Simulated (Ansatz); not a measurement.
A series at Si: from `Cl[Si](Br)(Br)Br`, ligands are replaced one by one, each step taking up HCl and setting free HBr; n counts the steps. Ansatz, PBE0-D4/def2-TZVP geometries.

| n | molecule | HOMO energy, ωB97M-V/def2-TZVPP (eV) |
| --- | --- | --- |
| 0 | `Cl[Si](Br)(Br)Br` | -10.88 |
| 1 | `Cl[Si](Cl)(Br)Br` | -11.00 |
| 2 | `Cl[Si](Cl)(Cl)Br` | -11.26 |
| 3 | `Cl[Si](Cl)(Cl)Cl` | ? |

By hand: fit a straight line y = ȳ + b (n − n̄) to the 3 given rows and predict n = 3.

n̄ = 1.000, ȳ = -11.047; Σ(n − n̄)(y − ȳ) = -0.380, Σ(n − n̄)² = 2.000, so b = -0.190 eV a step. Prediction: -11.047 + (-0.190) × (2.000) = -11.43 eV.

By hand: compare with the computed value, -11.77 eV, and give the steps along the whole series.

The line misses by -0.34 eV (computed minus predicted). Steps: -0.12, -0.26, -0.51 eV.

The steps grow at each stage, from -0.12 to -0.51 eV, so the series is curved and an end member is harder to predict than an inner one. The highest orbital can change its character along such a series. The miss is 38.2 % of the series' range.

Spin–orbit coupling is left out; it splits and shifts lone-pair levels of the heavy atoms by tenths of an eV.
